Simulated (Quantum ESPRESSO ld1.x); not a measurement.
The numbers below are computed, except where a source is named.
Task: All-electron atom: Yb in [Xe] 4f14 6s2. Level of theory: scalar-relativistic Kohn-Sham, revPBE, spin-unpolarised, spherical densities, point nucleus (ld1.x of Quantum ESPRESSO 7.5). Some entries of the table are withheld. Estimate them.

orbital  occ.  eigenvalue (eV)  <1/r> (bohr^-1)  <r^2> (bohr^2)
1s          2         -61247.4            80.67       0.0005297
2s          2         -10376.8            18.81        0.008208
2p          6         -9144.00            17.26        0.006714
3s          2         -2338.95            6.948         0.05367
3p          6         -1967.41              (1)         0.05419
3d         10         -1515.63              (2)         0.04509
4s          2         -460.176              (3)          0.2687
4p          6         -338.267            2.678          0.3057
4d         10         -177.926            2.366          0.3643
5s          2         -54.9174            1.097             (4)
5p          6         -27.4124           0.8999           2.402
6s          2          -3.8640           0.3169           17.86
4f         14          -2.9829            1.729          0.8851
6p          0          -1.1037           0.2095           41.56
5d          0          -0.6234           0.3624           22.25
7s          0          -0.1484          0.09967             (5)

Result: 
(1) 3p <1/r> (bohr^-1): 6.466
(2) 3d <1/r> (bohr^-1): 6.123
(3) 4s <1/r> (bohr^-1): 2.935
(4) 5s <r^2> (bohr^2): 1.646
(5) 7s <r^2> (bohr^2): 199.4
